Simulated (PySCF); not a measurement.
Compound: CH8N2Si.
SMILES with atom numbers: `[CH3:1][SiH:2]([NH2:3])[NH2:4]` (hydrogens: H5, H6, H7 on C1; H8 on Si2; H9, H10 on N3; H11, H12 on N4)

Cartesian coordinates in Å at the PBE0-D3(BJ)/def2-SVP level; atoms count from 1:
```xyz
12
CH8N2Si angstrom
C      1.523   -0.450    0.008
Si    -0.216    0.158    0.375
N     -1.272   -1.129   -0.101
N     -0.747    1.572   -0.462
H      1.771   -1.342    0.609
H      1.633   -0.718   -1.055
H      2.266    0.326    0.247
H     -0.258    0.572    1.820
H     -0.996   -2.090    0.064
H     -2.273   -1.016    0.023
H     -0.602    2.490   -0.061
H     -0.783    1.603   -1.474
```

Computed, not measured: TDDFT PBE0/def2-SVPD, vertical, gas phase, core orbitals frozen in the response (PySCF).

Ground-to-excited transition dipoles (e·a0, same axes as the geometry; the sign carries no meaning), for the states with f of 0.002 or more among the lowest 7:

```json
{"state": "S1", "E (eV)": "6.444", "μx": "-0.507", "μy": "-0.134", "μz": "0.250"}
{"state": "S2", "E (eV)": "6.618", "μx": "-0.307", "μy": "0.049", "μz": "-0.278"}
{"state": "S3", "E (eV)": "7.118", "μx": "0.001", "μy": "0.122", "μz": "0.033"}
{"state": "S4", "E (eV)": "7.367", "μx": "0.212", "μy": "0.300", "μz": "0.227"}
{"state": "S5", "E (eV)": "7.481", "μx": "-0.320", "μy": "0.358", "μz": "-0.026"}
{"state": "S6", "E (eV)": "7.745", "μx": "0.089", "μy": "-0.293", "μz": "-0.023"}
{"state": "S7", "E (eV)": "7.908", "μx": "0.092", "μy": "-0.100", "μz": "-0.422"}
```

**Question.** Work out the oscillator strengths.

**Answer.** f = (2/3) ΔE |μ|² with ΔE in hartree (27.2114 eV).

| state | \|μ\|² (au) | \|μ\| (D) | f |
| --- | --- | --- | --- |
| S1 | 0.337 | 1.48 | 0.053 |
| S2 | 0.174 | 1.06 | 0.028 |
| S3 | 0.016 | 0.32 | 0.003 |
| S4 | 0.187 | 1.10 | 0.034 |
| S5 | 0.231 | 1.22 | 0.042 |
| S6 | 0.094 | 0.78 | 0.018 |
| S7 | 0.197 | 1.13 | 0.038 |

**Question.** What angle do the transition dipoles of S2 and S4 make?

**Answer.** |cos θ| = |μa·μb| / (|μa| |μb|) = 0.63, so θ ≈ 51° (taken between 0 and 90°, since the signs are arbitrary).

**Question.** How is the summed strength of these states shared among x, y and z?

**Answer.** (2/3) Σ ΔE μα² gives 0.086 for x, 0.064 for y and 0.067 for z, 0.216 in all.

**Question.** What peak molar absorption coefficient would the strongest computed level give as a lone Gaussian band 0.5 eV wide at half height?

**Answer.** ε(max) = 2.175×10⁸ f / FWHM, with the width in cm⁻¹. S1: 2.175×10⁸ × 0.0533 / 4033 ≈ 2900 L mol⁻¹ cm⁻¹.

The vertical ionisation energy (ΔSCF) is 9.10 eV, 1.19 eV above S7.

One conformer stands for the species.

Without π bonds the low states may be Rydberg-like; a valence basis with one diffuse set may place them up to an eV too high.
